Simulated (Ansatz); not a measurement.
Ansatz (a first-principles code) input (CCSD(T)/def2-SVPD):

Ansatz 0.2 input:
```yaml
crystal:
  periodic: [false, false, false]
  atoms:
    - {symbol: Os, position_ang: [-0.00000000, -0.00000000, -0.15871225]}
    - {symbol: O, position_ang: [0.00000000, 0.00000000, 1.50776638]}
basis:
  gaussian:
    orbitals: def2-SVPD
total_charge: -1
magnetization: {spin_polarized: true, initial_magnetization: 3}
correlation: {method: ccsd_t, electrons: outside_noble_gas}
```

End of the output:

```
coupled cluster: 0.18 GiB planned
cycle   1  -11.14374868 eV  change   -4.2e-3 eV  update   5.2e-3
cycle   2  -11.14094729 eV  change    2.8e-3 eV  update   4.2e-3
cycle   3  -11.14105004 eV  change   -1.0e-4 eV  update   3.0e-3
cycle   4  -11.14282446 eV  change   -1.8e-3 eV  update   1.2e-3
cycle   5  -11.14638700 eV  change   -3.6e-3 eV  update   6.9e-4
cycle   6  -11.14554716 eV  change    8.4e-4 eV  update   3.3e-4
cycle   7  -11.14562613 eV  change   -7.9e-5 eV  update   2.4e-4
cycle   8  -11.14558979 eV  change    3.6e-5 eV  update   8.8e-5
cycle   9  -11.14554443 eV  change    4.5e-5 eV  update   4.5e-5
cycle  10  -11.14555709 eV  change   -1.3e-5 eV  update   2.1e-5
cycle  11  -11.14557279 eV  change   -1.6e-5 eV  update   1.1e-5
coupled cluster: 0.18 GiB planned
perturbative correction -0.57043247 eV, -0.0209630067 hartree
Total energy: -4490.97588305 eV, -165.0403196094 hartree
```

This state (charge -1, quartet) is run at the relaxed geometry of the species with charge 0 and multiplicity 3.
